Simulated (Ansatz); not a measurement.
Ideal-gas functions of `Cl[CH]I` radical at 600 K and 1 bar, from an Ansatz frequency run at PBE0-D4/def2-TZVP.

Molar mass 175.38 g/mol, point group C1 (symmetry number 1), electronic degeneracy 2, moments of inertia 12.125, 309.998, 321.93 u Å². Harmonic wavenumbers (cm⁻¹, unscaled): 212, 315, 602, 879, 1188, 3234.

Use S(trans) = R[1.5 ln M + 2.5 ln T − 1.1517]; rotational temperatures θ = 24.2544 K / I; S(rot) = R[ln(√π/σ · √(T³/θAθBθC)) + 1.5]; for each mode x = 1.438777 ν̃/T, S = R[x/(eˣ − 1) − ln(1 − e⁻ˣ)] and H = RT x/(eˣ − 1); 1 cm⁻¹ = 0.0119627 kJ/mol; R = 8.31446 J/(mol·K).

**Question.** By hand: the entropy, in J/(mol·K).

**Answer.** Translation 187.8. Rotation: θ = 2.0004, 0.0782, 0.0753 K, giving 115.5. Vibration, mode by mode: 14.03, 10.84, 5.95, 3.50, 1.95, 0.03, in all 36.3. Electronic 5.8. Sum 345.4 J/(mol·K).

**Question.** By hand: H − E and G − E in kJ/mol, counted from the electronic energy.

**Answer.** Zero-point energy ½ × 6430 × 0.0119627 = 38.5; thermal vibration 11.7; translation, rotation and pV give 4 RT = 20.0. H − E = 70.2 kJ/mol, and G − E = 70.2 − 600 × 345.4/1000 = -137.0 kJ/mol.

Vibration gives 11 % of the entropy. The sum counts one conformer and one mirror image; others add a mixing term.
